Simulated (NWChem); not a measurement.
CH₆AlNO₂; SMILES C[NH][Al]([OH])[OH]

```xyz
11

Al    -0.0836    -0.5214     0.0000
N      0.7271     1.0596     0.0000
C      0.0895     2.3735     0.0000
H      1.7382     1.1278     0.0000
H      0.3551     2.9655    -0.8887
H      0.3551     2.9655     0.8887
H     -0.9981     2.2533     0.0000
O     -1.7953    -0.5408     0.0000
H     -2.2503    -1.3915     0.0000
O      0.7485    -2.0213     0.0000
H      1.7110    -2.0724     0.0000
```
Atoms are numbered in this order, from 1.

Program: NWChem. Pople sets run with spherical d functions. Coordinates come from a B3LYP/6-31G* (spherical d) optimisation. Atomic charges in e: unrestrained fits to the electrostatic potential beside Mulliken populations; buried atoms are poorly determined by the fit.

For level Hartree-Fock/6-31G*:

```
Item          Result
------------  ------
ESP Al1         1.31
Mulliken Al1    1.35
ESP N2         -0.99
Mulliken N2    -0.95
Mulliken C3    -0.26
ESP O8         -0.87
Mulliken O8    -0.96
ESP O10        -0.91
Mulliken O10   -0.96
```

Question: What are these values for level B3LYP/def2-SVP?

Answer: ESP Al1: 1.06
Mulliken Al1: 0.79
ESP N2: -0.80
Mulliken N2: -0.49
Mulliken C3: 0.13
ESP O8: -0.74
Mulliken O8: -0.47
ESP O10: -0.79
Mulliken O10: -0.47
